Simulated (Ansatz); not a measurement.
All values below come from frozen-core CCSD(T)/cc-pVTZ // B3LYP-D3(BJ)/def2-TZVP (Ansatz, an electronic-structure program).

Ansatz 0.2 input:
```yaml
crystal:
  periodic: [false, false, false]
  atoms:
    - { symbol: C, position_ang: [-1.272402, 0.374928, -0.106814] }
    - { symbol: N, position_ang: [-0.236052, -0.526236, 0.382474] }
    - { symbol: B, position_ang: [1.123072, -0.327917, 0.232612] }
    - { symbol: N, position_ang: [2.34963, -0.196302, -0.028534] }
    - { symbol: H, position_ang: [-1.907934, -0.114085, -0.84935] }
    - { symbol: H, position_ang: [-0.804371, 1.236224, -0.579925] }
    - { symbol: H, position_ang: [-1.902629, 0.737516, 0.709086] }
    - { symbol: H, position_ang: [-0.567211, -1.353602, 0.850468] }
    - { symbol: H, position_ang: [3.217899, 0.169476, 0.294981] }
basis:
  gaussian: { orbitals: cc-pVTZ }
correlation:
  method: ccsd_t
```

Output:

```
Functional definition: HF
1092 factors; integrals over basis functions are off by at most 1.0e-3 eV
mean field evaluation 1: about -4742.9930 eV, gradient 4.4e1 eV
mean field evaluation 2: about -4742.9956 eV, gradient 4.4e1 eV
mean field evaluation 4: about -4747.1113 eV, gradient 4.1e0 eV
mean field evaluation 8: about -4747.1726 eV, gradient 4.2e-1 eV
mean field evaluation 16: about -4747.1083 eV, gradient 4.1e0 eV
mean field -4747.17388919 eV, -174.4554226778 hartree, gradient 6.2e-6 eV, S^2 0.000000; 0 other end points of the search recorded, 0 dependent functions left out
4 core orbitals not correlated
reference -4747.17388919 eV, -174.4554226778 hartree; 11, 11 occupied and 175, 175 virtual orbitals, 1092 factors
second order -18.53894028 eV of doubles, -0.00000000 eV of singles
cycle   1  -18.67376111 eV  change   -1.3e-1 eV  update   9.4e-2
cycle   2  -19.11250721 eV  change   -4.4e-1 eV  update   2.8e-2
cycle   3  -19.22414212 eV  change   -1.1e-1 eV  update   1.5e-2
cycle   4  -19.21327528 eV  change    1.1e-2 eV  update   3.5e-3
cycle   5  -19.21309284 eV  change    1.8e-4 eV  update   1.6e-3
cycle   6  -19.21345660 eV  change   -3.6e-4 eV  update   3.7e-4
cycle   7  -19.21325111 eV  change    2.1e-4 eV  update   1.3e-4
cycle   8  -19.21323292 eV  change    1.8e-5 eV  update   4.2e-5
cycle   9  -19.21323870 eV  change   -5.8e-6 eV  update   1.8e-5
perturbative correction -0.81959109 eV, -0.0301194170 hartree
Total energy: -4767.20671899 eV, -175.1916155940 hartree
```

Cost: about 3 core-minutes (a rough figure).
